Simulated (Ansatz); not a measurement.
Program: Ansatz. Geometries: PBE0-D4/def2-TZVP. ΔE: electronic, gas phase. CCSD(T)/CBS is the MP2 limit (def2-TZVPP, def2-QZVPP) plus CCSD(T) − MP2 in def2-TZVPP, frozen cores. Functionals use def2-TZVPP. B3LYP here is the variant with VWN-RPA as its local correlation; programs differ in this. Elements past krypton have def2 core potentials. For Te outer-core shells are correlated without core-valence functions, which leaves a few kJ/mol of doubt a bond. One conformer a species, not always the lowest.

Reaction (redistribution): `CB[TeH]` + `C#C[SiH]([SiH3])Cl` → `C#C[TeH]` + `CB[SiH]([SiH3])Cl`

| level | ΔE (kJ/mol) | difference from CCSD(T)/CBS |
| --- | --- | --- |
| PBE-D4 | 141.4 | -10.3 |
| r2SCAN-D4 | 150.6 | -1.1 |
| B3LYP-D4 | 145.5 | -6.2 |
| ωB97M-V | 146.6 | -5.1 |
| B2PLYP | 151.3 | -0.4 |
| r2SCAN | 150.8 | -0.9 |
| B3LYP | 146.0 | -5.7 |
| HF/def2-TZVPP | 151.6 | -0.1 |
| MP2/def2-QZVPP | 159.7 | 8.0 |
| HF/CBS(def2) | 151.1 | -0.6 |
| CCSD(T)/CBS | 151.7 | 0 |

Largest T1 diagnostic among the species: 0.013.

From PBE to PBE0 (25 % exact exchange), in def2-TZVPP and without D4, ΔE moves by +3.1 kJ/mol.
